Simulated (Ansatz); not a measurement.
## A geometry optimisation of F2GeSi with r2SCAN-D4/def2-SVP

The starting geometry of this gas-phase singlet was optimised with GFN2-xTB.

```xyz
4

F    -1.1436   -0.4527    0.8448
F     2.1651    0.3619   -0.1663
Ge    0.5450    1.0487   -0.7691
Si   -0.2897   -1.2547   -0.3961
```

Q: Predict what it relaxes into with r2SCAN-D4/def2-SVP.

A: A new bond forms, giving a structure with F1 bridging Si4 and Ge3, F2 bridging Ge3 and Si4, given below by its coordinates. Distances that change by over a tenth: F1–Ge3 (2.78 → 2.10 Å), F2–Ge3 (1.86 → 2.10 Å). Contacts that close: F2–Si4 (2.95 → 1.83 Å).

The energy falls by 0.63 eV over 13 steps:

```json
{"step": "1", "E − E(last) (eV)": "0.633"}
{"step": "2", "E − E(last) (eV)": "0.506"}
{"step": "4", "E − E(last) (eV)": "0.296"}
{"step": "5", "E − E(last) (eV)": "0.164"}
{"step": "6", "E − E(last) (eV)": "0.129"}
{"step": "8", "E − E(last) (eV)": "0.025"}
{"step": "9", "E − E(last) (eV)": "0.002"}
{"step": "10", "E − E(last) (eV)": "0.002"}
{"step": "12", "E − E(last) (eV)": "0.000"}
{"step": "13", "E − E(last) (eV)": "0.000"}
```

Final geometry (Å):

```xyz
4

F    -0.6853   -0.0502    0.6975
F     1.6001   -0.2006    0.0337
Ge    0.2149    1.1587   -0.7604
Si    0.1472   -1.2049   -0.4576
```

Frequencies at the end are all real (lowest 158 cm⁻¹). Run with Ansatz 0.2.0, 32 s on 1 thread of Intel(R) Xeon(R) Platinum 8259CL CPU @ 2.50GHz (Skylake/Cascade Lake), on a shared host.
